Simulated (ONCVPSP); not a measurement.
# Logarithmic derivatives: Nd (Z = 60), ONCV

- Element: neodymium (Nd)
- Generator: ONCVPSP 4.0.1
- Type: optimised norm-conserving Vanderbilt (ONCV)
- Functional: PBE
- Relativity: scalar-relativistic
- Frozen core: [Kr] 4d10
- Valence charge: 14
- Reference configuration: 4f4 5s2 5p6 6s2
- Partial waves: 5s+6s: rc 2.70 bohr, ncon 4, nbas 7, qcut 5.2 1/bohr, 2 projectors; 5p: rc 2.85 bohr, ncon 4, nbas 8, qcut 5 1/bohr, 1 projector; d scattering state at 0.16 Ha: rc 3.10 bohr, ncon 3, nbas 8, qcut 2.9 1/bohr, 2 projectors, debl 0.4 Ha; 4f: rc 1.75 bohr, ncon 3, nbas 7, qcut 9.1 1/bohr, 2 projectors, debl 3.7 Ha
- Local potential: polynomial inside 1.45 bohr (lpopt 5, dvloc0 0 Ha)
- Core correction: Teter function, fcfact 2.5, rcfact 1.65

In the d channel the program set the typed energies aside and used -0.070, 0.330 Ha.

The phase is arctan(r·R′/R) of the radial function R(r), unwrapped; energies in Ha, scanned from -3 to 5 Ha. A pole is an energy at which the radial function vanishes at the test radius. The pseudo phase is shifted by a multiple of π to meet the all-electron one at the reference energy, and phase errors are pseudo minus all-electron; the curves can meet again beyond the range given. Levels narrower than the energy grid can be missing from the lists of poles. n/a: not evaluated, since a narrow level or a reset projector energy made the automatic matching unsafe.

Problem. For each channel, where are the poles, and over which energies does the pseudopotential scatter like the atom?

Solution.

| channel | radius (bohr) | reference energy (Ha) | poles, all-electron | poles, pseudo | unbroken range about the reference energy with phases within 0.05 rad | phase error 1 Ha above the reference energy (rad) |
| --- | --- | --- | --- | --- | --- | --- |
| s | 2.75 | -0.13 | -1.41, 1.94 | -1.41, 0.99, 2.01 | below 0.9 | -0.023 |
| p | 2.90 | -0.81 | -0.69, 2.22 | -0.69, 1.18, 3.31 | below -0.1 | -0.226 |
| d | 3.15 | -0.07 | 0.28, 2.67 | 0.28, 3.08 | n/a | n/a |
| f | 1.78 | -0.06 | 0.23 | 0.23 | the whole range | +0.011 |

Note: no bound ghost flagged; GHOST(+) flagged for s at 27.6 eV, d at 127.8 eV.

Phases in the f channel:

```
E (Ha)  all-electron  pseudo
 -2.98         1.291   1.292
 -2.54         1.263   1.264
 -2.10         1.225   1.227
 -1.66         1.168   1.171
 -1.22         1.070   1.075
 -0.78         0.841   0.848
 -0.34        -0.181  -0.174
  0.10        -1.444  -1.443
  0.54        -1.768  -1.762
  0.98        -1.993  -1.981
  1.42        -2.320  -2.296
  1.86        -2.983  -2.941
  2.30        -3.788  -3.767
  2.74        -4.202  -4.197
  3.18        -4.395  -4.395
  3.62        -4.505  -4.505
  4.06        -4.576  -4.575
  4.50        -4.628  -4.626
  4.94        -4.670  -4.666
```
